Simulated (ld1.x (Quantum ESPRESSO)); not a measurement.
# Configuration tests for tellurium (Te) (TM)

- Element: Te
- Generator: ld1.x (Quantum ESPRESSO) 7.5
- Type: norm-conserving Troullier–Martins (Kleinman–Bylander form)
- Functional: BLYP
- Relativity: scalar-relativistic
- Frozen core: [Kr] 4d10
- Valence charge: 6
- Reference configuration: 5s2 5p4
- Partial waves: 5s (bound): rc 1.45 bohr; 5p (bound): rc 1.65 bohr; 5d channel at 0.3 Ry: rc 1.65 bohr
- Local potential: all-electron potential smoothed inside 1.25 bohr (lloc = -2)
- Core correction: Bessel-smoothed model core, default radius (core density twice the valence density)

Energies are relative to the spin-unpolarised reference configuration 5s2 5p4; without spin polarisation the order of configurations can differ from experiment.

```
valence configuration  charge  ΔE all-electron (eV)  error AE − PS (meV)
              5s2 5p3      +1                 9.578                 +1.3
              5s2 5p2      +2                27.388                 -2.2
              5s2 5p1      +3                54.248                  -65
              5s1 5p5       0                 9.308                 -3.3
            5s2 5p4.3    -0.3                -1.421                 +0.7
            5s2 5p3.5    +0.5                 3.820                 +0.1
              5s0 5p6       0                18.826                 -0.9
```

Note: ghost states, extra bound levels that the all-electron valence spectrum of the same l lacks: d at -116.9 eV, s at -39.7 eV. A true bound ghost makes a file unfit for plane-wave use.
